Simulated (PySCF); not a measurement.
## Cu (copper, neutral) across methods

[Ar] 3d9 4s1 4p1, one real determinant (an excited configuration). Computed with PySCF 2.14 in x2c-TZVPPall with one added diffuse shell each of s, p, d, f type (7s6p5d3f1g, 80 functions), with the spin-free X2C one-electron Hamiltonian (Gaussian nucleus).

```csv
method,E (hartree),mean ε 3d β (eV),mean ε 4s α (eV),mean ε 4p α (eV),Σ⟨r²⟩ (bohr²),⟨S²⟩
M06-2X,-1654.586,-16.201,-9.071,-4.024,40.34,3.751
LDA,-1651.672,-10.928,-7.722,-2.702,40.33,3.750
PBE,-1654.322,-10.675,-7.527,-2.685,40.47,3.751
revPBE,-1654.480,-10.591,-7.463,-2.674,40.43,3.751
PBE0,-1654.329,-13.248,-8.436,-3.440,40.18,3.751
r2SCAN,-1654.545,-10.835,-7.790,-2.863,39.66,3.752
UHF,-1653.05662,-20.367,-10.693,-5.432,40.83,3.751
MN15,-1655.556,-14.665,-8.861,-3.608,40.84,3.751
```

Estimate the same row for PBEsol.

E (hartree) = -1652.939; mean ε 3d β (eV) = -10.641; mean ε 4s α (eV) = -7.560; mean ε 4p α (eV) = -2.657; Σ⟨r²⟩ (bohr²) = 40.23; ⟨S²⟩ = 3.751.

⟨L²⟩ = 8.02 against 12 for a pure F term, so this real determinant mixes terms.
